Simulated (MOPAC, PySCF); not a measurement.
C₂H₆OSi, SMILES `C=CO[SiH3]` (C–C–O–Si torsion 180°), neutral singlet in the gas phase. 

Z-matrix (Å, degrees):
```
O
C 1 1.3627
C 2 1.3246 1 122.55
H 3 1.0796 2 119.80 1 180.00
H 3 1.0814 4 118.85 2 -180.00
H 2 1.0877 3 121.70 4 0.00
Si 1 1.6578 2 125.79 6 0.00
H 7 1.4737 1 105.71 2 -180.00
H 7 1.4822 8 110.82 1 -119.66
H 7 1.4822 8 110.82 9 -120.67
```
Charge 0, spin multiplicity 1.

All levels are single points at this geometry (B3LYP-D3(BJ)/def2-TZVP); Pople sets use spherical d functions. Orbital energies aren't observables, and empty levels follow the basis.

HF/3-21G in PySCF gives HOMO (eV) = -9.31.

Question: Estimate the HOMO (eV) from each of these levels: B3LYP-D3(BJ)/def2-TZVP in PySCF; PBE-D3(BJ)/def2-TZVP in PySCF; B3LYP/3-21G in PySCF; B3LYP/6-31G* in PySCF; B3LYP/LANL2DZ in PySCF; BP86/6-31G* in PySCF; PBE/6-31G* in PySCF; SVWN5/6-31G* in PySCF; AM1 in MOPAC; PM3 in MOPAC; PM6 in MOPAC; PM7 in MOPAC.

Answer: 
| level | HOMO (eV) |
|---|---|
| B3LYP-D3(BJ)/def2-TZVP in PySCF | -6.74 |
| PBE-D3(BJ)/def2-TZVP in PySCF | -5.79 |
| B3LYP/3-21G in PySCF | -6.22 |
| B3LYP/6-31G* in PySCF | -6.36 |
| B3LYP/LANL2DZ in PySCF | -6.44 |
| BP86/6-31G* in PySCF | -5.49 |
| PBE/6-31G* in PySCF | -5.39 |
| SVWN5/6-31G* in PySCF | -5.52 |
| AM1 in MOPAC | -9.51 |
| PM3 in MOPAC | -9.04 |
| PM6 in MOPAC | -10.16 |
| PM7 in MOPAC | -9.71 |
